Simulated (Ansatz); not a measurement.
Consider the formal exchange of groups at the Se–Si bond: `[SeH][SiH2]Br` + `C=COC` → `CO/C=C\[SeH]` + `[SiH3]Br`.

Isolated molecules relaxed with PBE0-D4/def2-TZVP in Ansatz; ΔE leaves out vibrations. CCSD(T)/CBS is the MP2 limit (def2-TZVPP, def2-QZVPP) plus CCSD(T) − MP2 in def2-TZVPP, frozen cores. DFT in def2-TZVPP. B3LYP here is the variant with VWN-RPA as its local correlation; programs differ in this. For Br, Se outer-core shells are correlated without core-valence functions, which leaves a few kJ/mol of doubt a bond. Scalar relativity is left out up to krypton. Each species was taken in one conformer, which may not be the lowest.

`[SeH][SiH2]Br`:

```xyz
6

Se    0.184   -0.239   -1.798
Si    0.301   -0.060    0.454
Br   -1.423   -0.987    1.504
H    -0.928    0.717   -1.882
H     0.338    1.357    0.875
H     1.528   -0.787    0.846
```

`C=COC`:

Z-matrix (Å, degrees):
```
C
O 1 1.408
H 1 1.095 2 111.0
H 1 1.089 2 106.6 3 119.3
H 1 1.095 2 111.0 3 -121.4
C 2 1.344 1 116.4 3 60.7
C 6 1.330 2 128.1 1 0.0
H 6 1.085 2 110.2 1 -180.0
H 7 1.081 6 123.6 2 -0.0
H 7 1.081 6 118.7 2 180.0
```

`CO/C=C\[SeH]`:

```xyz
11

C     1.125   -1.558   -0.573
O    -0.005   -0.834   -0.143
C     0.111    0.509   -0.207
C    -0.776    1.312    0.368
Se   -2.249    0.625    1.338
H     0.859   -2.613   -0.532
H     1.394   -1.296   -1.602
H     1.984   -1.378    0.083
H     0.953    0.901   -0.773
H    -0.685    2.383    0.269
H    -2.711    1.948    1.772
```

`[SiH3]Br`:

Z-matrix (Å, degrees):
```
Si
Br 1 2.219
H 1 1.480 2 108.4
H 1 1.481 2 108.4 3 -120.0
H 1 1.481 2 108.4 3 120.0
```

Problem. Is it downhill or uphill in electronic energy at CCSD(T)/CBS, and by how much? (Estimate.)

Solution. Ansatz gave: Uphill: ΔE = +114.9 kJ/mol.

Problem. What do these levels give: PBE0-D4, B3LYP-D4, ωB97M-V, B2PLYP, r2SCAN, PBE0, B3LYP, HF/def2-TZVPP, MP2/def2-TZVPP, SCS-MP2/def2-TZVPP, MP2/CBS(def2), CCSD/CBS(def2)? (Best estimate.)

Solution. Computed: PBE0-D4 114.6, B3LYP-D4 109.1, ωB97M-V 113.7, B2PLYP 109.1, r2SCAN 114.3, PBE0 113.9, B3LYP 107.6, HF/def2-TZVPP 111.3, MP2/def2-TZVPP 110.3, SCS-MP2/def2-TZVPP 105.6, MP2/CBS(def2) 117.7, CCSD/CBS(def2) 115.5 kJ/mol.

Largest T1 diagnostic among the species: 0.012.

From PBE to PBE0 (25 % exact exchange), in def2-TZVPP and without D4, ΔE moves by +3.7 kJ/mol.
